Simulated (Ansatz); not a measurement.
Ansatz results at the PBE0-D4/def2-TZVP geometry: size of the dipole moment (B3LYP/def2-TZVPP) 1.49 D; LUMO energy (ωB97M-V/def2-TZVPP) 1.94 eV; LUMO energy (PBE0/def2-TZVPP) 0.30 eV.

Each molecule was computed in one conformer, which needn't be the lowest.

Problem. Which molecule gave them?
A. `FC1([SiH3])COC1`
B. `[AlH2][Zn][ZnH]`
C. `C/C([SiH3])=C(/O)F`
D. `BBO[SiH](C)F`

Solution. C. The others give `[AlH2][Zn][ZnH]`: 0.10, -0.79, -2.41; `BBO[SiH](C)F`: 1.76, 0.10, -1.83; `FC1([SiH3])COC1`: 0.89, 1.99, 0.36.

B3LYP here is the variant with VWN-RPA as its local correlation; programs differ in this.
